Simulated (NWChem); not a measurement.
## HBCl (+1) in NWChem

```xyz
3

B      0.0000     0.0000    -1.1359
Cl     0.0000     0.0000     0.4715
H      0.0000     0.0000    -2.3354
```
Charge +1, spin multiplicity 1.

Everything below was run with NWChem. Structure: optimised with PBE/def2-SVP, a minimum by its harmonic frequencies.

Symmetry labels belong to the abelian group C2v used in the runs, with the axes of the coordinates shown; states degenerate in a higher group split over its labels.

B3LYP has NWChem's definition, with VWN1-RPA local correlation. The spin multiplicity of the parent species was assumed, not shown to be that of its ground state. The structure started from a generated list of species.

Q: List the lowest 6 singlet excitations that TD-B3LYP/aug-cc-pVDZ, VWN1-RPA local correlation gives, with oscillator strengths.

A: 
| state | symmetry | energy (eV) | wavelength (nm) | f |
|---|---|---|---|---|
| 1 | a2 | 6.95 | 178 | 0.000 |
| 2 | a2 | 7.09 | 175 | 0.000 |
| 3 | a1 | 7.09 | 175 | 0.000 |
| 4 | b1 | 8.88 | 140 | 0.011 |
| 5 | b2 | 8.88 | 140 | 0.011 |
| 6 | a1 | 9.39 | 132 | 0.332 |
